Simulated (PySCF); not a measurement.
## Working with the constants of Ge₂⁻

PBE0 constants of Ge₂⁻, ²Πu (doublet), unpaired electrons π ↑ (basis Ge aug-cc-pVDZ-PP with ECP10; scalar-relativistic core potentials; PySCF 2.14; masses 73.9212 and 73.9212 u):

* ωe: 316.5 cm⁻¹
* ωexe: 0.653 cm⁻¹
* Be: 0.08585 cm⁻¹
* αe: 0.000271 cm⁻¹
* D (centrifugal): 2.53e-08 cm⁻¹
* De to Ge + Ge⁻: 3.29 eV

Q: Give the vibrational terms G(v) and spacings up to v = 6.

A: G(v) = ωe(v+½) − ωexe(v+½)².

```tsv
v	G(v) (cm⁻¹)	G(v) − G(v−1)	Bv (cm⁻¹)
0	158.1		0.08571
1	473.3	315.2	0.08544
2	787.2	313.9	0.08517
3	1099.8	312.6	0.08490
4	1411.0	311.3	0.08463
5	1721.0	310.0	0.08436
6	2029.7	308.7	0.08409
```

Q: How well does the Morse estimate ωe²/(4ωexe) reproduce De, and what is D0?

A: It gives 4.75 eV, 145 % of the computed De. D0 = De − G(0) = 3.29 − 0.02 = 3.27 eV.

Spin–orbit coupling is left out. The state is the lowest determinant that a PBE0 search found; another state may lie lower at other levels.
